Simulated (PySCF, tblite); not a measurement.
Compound: C5H11FSi.
Cartesian coordinates in Å at the GFN2-xTB level; atoms count from 1:
```xyz
18
C5H11FSi angstrom
C     -1.464   -1.115   -0.227
C     -0.418   -0.053    0.087
C     -1.104    1.203    0.616
C      0.488    0.280   -1.125
C      1.862    0.269   -0.439
F      2.813   -0.440   -1.156
Si     1.123   -0.587    1.126
H     -2.149   -0.759   -0.997
H     -2.046   -1.354    0.662
H     -0.996   -2.031   -0.583
H     -1.811    1.588   -0.119
H     -1.652    0.985    1.531
H     -0.377    1.983    0.830
H      0.241    1.221   -1.616
H      0.455   -0.513   -1.871
H      2.288    1.267   -0.305
H      1.359    0.083    2.402
H      1.377   -2.022    1.173
```

Method used: CAM-B3LYP/def2-SVPD in PySCF (dipole) on a GFN2-xTB geometry, gas phase.

Take the most abundant isotopes and a rigid rotor. The values belong to one conformer with, in the numbering `[CH3:1][C:2]1([CH3:3])[CH2:4][C@H:5]([F:6])[SiH2:7]1`, C1–C2–C4–C5 -134°, C2–C4–C5–F6 134°, C4–C5–Si7–C2 -11°, C1–C2–Si7–C5 128°.

Q: What are A, B and C (MHz)?

A: Ia = 154.85, Ib = 328.57, Ic = 356.71 u·Å²; 505379 MHz·u·Å²/I gives A = 3264, B = 1538, C = 1417 MHz.

Q: Classify the top.

A: An asymmetric top. Ray's parameter κ = (2B − A − C)/(A − C) = -0.869; −1 is the prolate and +1 the oblate limit.

Q: Is it planar, by Δ = Ic − Ia − Ib?

A: Not planar: Δ = Ic − Ia − Ib = -126.71 u·Å². For a rigid frame Δ = −2 Σ m c², so Σ m c² = 63.36 u·Å² lies off the ab plane: 22.26 from hydrogen and 41.09 from heavier atoms. The atom farthest from that plane is 2.17 Å away.

Q: Give the other two planar moments, Paa and Pbb, and the rms extents of the mass along the axes.

A: Paa = Σ m a² = (Ib + Ic − Ia)/2 = 265.22 and Pbb = Σ m b² = (Ia + Ic − Ib)/2 = 91.49 u·Å². With the mass M = 118.06 u, the rms extents √(P/M) along a, b and c are 1.50, 0.88, 0.73 Å.

Q: Where do the levels up to J = 4 lie, in MHz?

A: Above 0(0,0):
J = 1: 1(0,1) 2955, 1(1,1) 4680, 1(1,0) 4802
J = 2: 2(0,2) 8859, 2(1,2) 10469, 2(1,1) 10833, 2(2,1) 16010, 2(2,0) 16016
J = 3: 3(0,3) 17699, 3(1,3) 19148, 3(1,2) 19876, 3(2,2) 24874, 3(2,1) 24905, 3(3,1) 33809, 3(3,0) 33810
J = 4: 4(0,4) 29457, 4(1,4) 30713, 4(1,3) 31925, 4(2,3) 36689, 4(2,2) 36781, 4(3,2) 45641, 4(3,1) 45642, 4(4,1) 58134, 4(4,0) 58134
Those of J = 1 are B + C, A + C and A + B.

Q: Which types of transition are allowed, and where do some lines up to J = 4 fall?

A: The dipole components are |μa| = 2.01 D, |μb| = 0.45 D, |μc| = 0.69 D. Intensities carry the squares of the components, which stand as 1.00 : 0.05 : 0.12 (a : b : c). Some lines, for components of 0.1 D or more:

```
type  branch         J(Ka,Kc)    MHz  lower level (cm⁻¹)
   c       Q  1(1,1) ← 1(0,1)   1726               0.099
   b       R  4(2,2) ← 3(3,1)   2971               1.128
   b       R  2(0,2) ← 1(1,1)   4178               0.156
   c       Q  4(2,3) ← 4(1,3)   4764               1.065
   b       Q  3(2,2) ← 3(1,3)   5726               0.639
   a       R  2(1,2) ← 1(1,1)   5788               0.156
   b       R  4(1,3) ← 3(2,2)   7051               0.830
   c       Q  3(3,1) ← 3(2,1)   8904               0.831
   b       Q  3(3,0) ← 3(2,1)   8904               0.831
   c       R  2(2,1) ← 1(1,1)  11329               0.156
   a       R  4(3,2) ← 3(3,1)  11831               1.128
   a       R  4(1,3) ← 3(1,2)  12049               0.663
   b       Q  4(4,0) ← 4(3,1)  12492               1.522
   b       R  3(2,1) ← 2(1,2)  14436               0.349
   b       R  4(2,3) ← 3(1,2)  16813               0.663
   b       R  3(3,1) ← 2(2,0)  17794               0.534
   b       R  3(3,0) ← 2(2,1)  17800               0.534
   b       R  4(3,1) ← 3(2,2)  20768               0.830
   b       R  4(4,1) ← 3(3,0)  24324               1.128
   c       R  4(4,0) ← 3(3,0)  24324               1.128
   c       R  4(4,1) ← 3(3,1)  24324               1.128
```

Q: Estimate the classical rotational partition function at 10 K, 50 K and 298.15 K.

A: Point group C1, symmetry number σ = 1; q = (√π/σ)·√((kT/h)³/(ABC)), k/h = 20836.6 MHz/K: 2000 at 10 K, 22300 at 50 K, 325000 at 298.15 K.

Its GFN2-xTB frequencies are all real (lowest 50 cm⁻¹). Constants of a rigid frame at the computed geometry: no zero-point averaging, no centrifugal distortion. A rigid rotor knows nothing of internal rotation, which can split or shift real lines.
